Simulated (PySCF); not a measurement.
Zr(Cl)2(NH2)(Me) (CH₅Cl₂NZr), SMILES [CH3][Zr]([Cl])([Cl])[NH2], multiplicity 1.

Coordinates come from a PBE-D3(BJ)/def2-SVP optimisation. The multiplicity is an assumed one; no other spin state was optimised. The structure was generated by enumeration; whether it is a known compound was not checked. The def2 effective core potentials stand for the cores of Zr; spin–orbit coupling is left out. Other conformers were not sampled.

Method: PySCF with PBE/def2-TZVP.

Symmetry labels are those of the subgroup Cs that the program uses (full group Cs).

### Question
List the valence orbital energies around the gap with their symmetry. (Estimate from the structure and the level; the computed values follow.)

### Answer

| orbital | symmetry | energy (eV) |
|---|---|---|
| HOMO−7 | A' | -9.12 |
| HOMO−6 | A" | -8.74 |
| HOMO−5 | A' | -8.20 |
| HOMO−4 | A" | -8.11 |
| HOMO−3 | A' | -8.01 |
| HOMO−2 | A" | -7.86 |
| HOMO−1 | A' | -6.92 |
| HOMO | A' | -6.56 |
| LUMO | A" | -2.66 |
| LUMO+1 | A' | -2.15 |
| LUMO+2 | A" | -1.94 |
| LUMO+3 | A' | -1.22 |
